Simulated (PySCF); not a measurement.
Isomers of C4H9NSi2. The calculation used PySCF, TDDFT PBE0/def2-SVPD, vertical, gas phase, core orbitals frozen in the response. Geometries: GFN2-xTB; one conformer of each isolated species. Triplets are in the Tamm–Dancoff approximation. 'Strongest' means the level of largest summed f among the lowest 8 singlets; it needn't be the same kind of state in each.

Question: Rank by computed HOMO energy, highest first.
A. `N#C[Si@@H]([SiH3])C1CC1`
B. `N#C[C@@H]1C[Si@H]1C[SiH3]`
C. `C[Si]1(C#N)C[SiH2]C1`
D. `N#C[Si@@H]1CCC[SiH2]1`

Answer: B (-7.32 eV), D (-8.10 eV), C (-8.27 eV), A (-8.44 eV).

```csv
SMILES,HOMO (eV),LUMO (eV),f (strongest),strongest (eV),gap (eV),S1 (eV),S1 mainly
N#C[C@@H]1C[Si@H]1C[SiH3],-7.32,-0.22,0.11,6.26,7.10,6.17,H→L+2 (52%)
N#C[Si@@H]1CCC[SiH2]1,-8.10,-0.71,0.14,6.87,7.39,6.07,H→L (86%)
C[Si]1(C#N)C[SiH2]C1,-8.27,-0.71,0.21,7.04,7.56,6.19,H→L (98%)
N#C[Si@@H]([SiH3])C1CC1,-8.44,-0.70,0.06,7.26,7.73,6.62,H→L (75%)
```

H and L stand for HOMO and LUMO.
